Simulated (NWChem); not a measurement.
System: Si2H4OClF; SMILES O[Si@@H](F)[SiH2]Cl

```xyz
9

O      1.3449     1.5238    -0.6821
Si     0.0750     1.2357     0.3326
F     -1.0577     2.3940     0.1583
Si    -0.8615    -0.7995    -0.3370
Cl     0.4811    -2.2931     0.2033
H      1.9738     2.2129    -0.4458
H      0.4923     1.2811     1.7632
H     -2.1550    -1.0580     0.3591
H     -1.0768    -0.8489    -1.8111
```
Atoms are numbered in this order, from 1.

Level: PBE0/def2-SVP (NWChem), optimised geometry, unscaled harmonic frequencies. 

### Question
List the harmonic frequencies with IR intensities, and the thermochemistry.

### Answer
| frequency (cm⁻¹) | IR intensity (km/mol) |
|---|---|
| 41 | 1.6 |
| 80 | 3.5 |
| 162 | 4.3 |
| 196 | 10.4 |
| 266 | 70.4 |
| 332 | 69.1 |
| 439 | 7.5 |
| 500 | 40.8 |
| 555 | 64.7 |
| 681 | 38.6 |
| 726 | 183.9 |
| 804 | 315.1 |
| 822 | 75.1 |
| 852 | 15.7 |
| 899 | 88.6 |
| 935 | 101.4 |
| 971 | 134.6 |
| 2240 | 129.9 |
| 2247 | 33.5 |
| 2255 | 126.0 |
| 3923 | 133.4 |

- zero-point energy = 28.5 kcal/mol
- thermal correction to the enthalpy at 298.15 K (with zero-point energy) = 33.9 kcal/mol
- heat capacity Cv = 25.6 cal/(mol K)
- entropy at 298.15 K and 1 atm (symmetry number 1) = 89.1 cal/(mol K)
- dipole moment = 1.46 D

Rigid rotor and harmonic oscillator; modes under 100 cm⁻¹ make the entropy uncertain.
